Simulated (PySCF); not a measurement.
## Correlation energy of Ge (germanium, neutral)

[Ar] 3d10 4s2 4p2, high-spin 3P determinant. Computed with PySCF 2.14 in aug-cc-pVDZ-DK (6s5p3d, 36 functions), with scalar relativity by spin-free X2C-1e. Frozen: [Ar] 3d10; 4 electrons correlated.

MP2 pair energies summed by pair of shells (mhartree):

| pair | energy | share (%) |
| --- | --- | --- |
| 4s-4p | -23.77 | 58.1 |
| 4s-4s | -12.99 | 31.7 |
| 4p-4p | -4.18 | 10.2 |

Total MP2 correlation energy: -40.95 mhartree.

Same-spin part -7.34 and opposite-spin part -33.61 mhartree; SCS-MP2 scales them by 1/3 and 6/5 to -42.77 mhartree.
